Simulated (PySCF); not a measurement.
# A small calculation by hand: chemical shift, span and skew from a shielding tensor

F2H5NSi2, SMILES N[SiH2][SiH](F)F. Atoms are numbered in the order given.

```xyz
10

Si     1.0059     0.4042     0.0000
F      1.4073    -0.4977     1.3122
F      1.4073    -0.4977    -1.3122
Si    -1.3432     0.6159     0.0000
N     -2.1413    -0.9454     0.0000
H      1.9067     1.6079     0.0000
H     -1.7658     1.3690    -1.2323
H     -1.7658     1.3690     1.2323
H     -1.9984    -1.5253     0.8334
H     -1.9984    -1.5253    -0.8334
```

Coordinates come from a PBE-D3(BJ)/def2-SVP optimisation. This is a generated structure with no PubChem entry under its InChIKey; it may be hypothetical. Other conformers were not sampled.

GIAO shieldings from PBE/pcSseg-1 in PySCF, non-relativistic, no solvent. The symmetric part of the tensor of N5 has the principal values 228.9, 253.5, 318.5 ppm. The same nucleus in NH3 has σ = 267.0 ppm at this level (PySCF, at its B3LYP-D3(BJ)/def2-TZVP geometry).

### Question
Work out the isotropic shielding, the ¹⁵N shift against NH3, the span and the skew.

### Answer

σ(iso) = (σ11 + σ22 + σ33)/3 = 267.0 ppm. δ = σ(ref) − σ(iso) = 267.0 − (267.0) = 0.0 ppm.
Span Ω = σ33 − σ11 = 89.6 ppm. Skew κ = 3(σ(iso) − σ22)/Ω = 0.45. Tumbling in solution averages the tensor to δ; in a static solid the shielding alone would spread this spin-1/2 line over Ω.
